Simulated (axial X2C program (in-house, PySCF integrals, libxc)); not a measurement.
# Worked dissociation energy of MnH⁻: PW91, with spin–orbit coupling

Computed with an in-house all-electron X2C program for linear molecules (integrals from PySCF). Two-component (2c) means X2C with spin–orbit coupling and atomic mean-field two-electron Coulomb and Gaunt terms. Basis: Mn dyall-acv3z [10s11p7d4f2g], H dyall-av3z [7s3p2d] (cores contracted in-house); Gaussian nuclei, density fitting, unrestricted open shells. Masses: Mn 54.938 u, H 1.008 u.

Molecular state: Ω = 5/2 (⟨Sz⟩ = 2.50, ⟨Lz⟩ = 0.00 at PW91).

* E(Mn) (2M_J = 5): -1158.363010 hartree
* E(H-) (2M_J = 0): -0.529087 hartree
* E(MnH⁻) at Re: -1158.973402 hartree
* ωe: 1358.1 cm⁻¹
* ωexe: 35.6 cm⁻¹

Work out De and D0.

De = -1158.363010 + (-0.529087) − (-1158.973402) = 0.08130 hartree = 2.212 eV. The zero-point energy is ωe/2 − ωexe/4 = 670 cm⁻¹ = 0.083 eV, so D0 = 2.129 eV.

The state is one determinant whose occupation by symmetry is held fixed; it was picked as the lowest of a PBE0 search that is not exhaustive. De is counted from the lowest determinant-based energies of the atoms at the same level, without counterpoise correction. Density functionals use the spin component along the axis (collinear). The highest occupied level is positive at some bond lengths even in Hartree–Fock (under at least one Hamiltonian), so the basis set holds the extra electron there; where that holds at Re the anion is at best weakly bound and its constants depend on the basis. Other states lie close and PBE0, whose exact exchange favours high spin, may order them wrongly; the determinant shown need not be the ground state. The nearest other 2c determinant of the search, Ω = 9/2, lies 0.60 eV up at the distance of the search. With several unpaired electrons one determinant need not be a pure state. This is the top spin component of a Σ state; components of lower Ω are not single determinants and can lie lower.

The levels of this run spread widely (ωe from 1062 to 1358 cm⁻¹), so these constants depend on the method.

Each atomic determinant is the lowest at this level and need not be a pure J level. Totals compare only within one Hamiltonian and basis.
